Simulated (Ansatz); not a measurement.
Basis-set extrapolation for H₇NOSi₂, SMILES `N[SiH2]O[SiH3]` (PBE0-D4/def2-TZVP geometry, frozen core, Ansatz). Multiplicity 1, RHF reference.

```json
{"": "HF", "def2-TZVPP": "-711.467880", "def2-QZVPP": "-711.494031"}
{"": "MP2 correlation", "def2-TZVPP": "-0.700293", "def2-QZVPP": "-0.754160"}
{"": "CCSD(T) correlation", "def2-TZVPP": "-0.770068", "def2-QZVPP": "not run"}
```

Energies in hartree. Use E(X) = E(∞) + A·exp(−7.88·√X) for Hartree–Fock and E(X) = E(∞) + B·X^(−2.97) for correlation, with X = 3 and 4, and add CCSD(T) minus MP2 of the smaller set to the MP2 limit.

What is the CCSD(T) energy at the basis-set limit?

HF limit: -711.494031 + (-0.026151) × 0.13774 = -711.49763. MP2 limit: -0.754160 + (-0.053867) × 0.74074 = -0.79406. Higher-order term: -0.770068 − (-0.700293) = -0.06977. Total: -712.36146 hartree, 77.5 kcal/mol below CCSD(T)/def2-TZVPP.
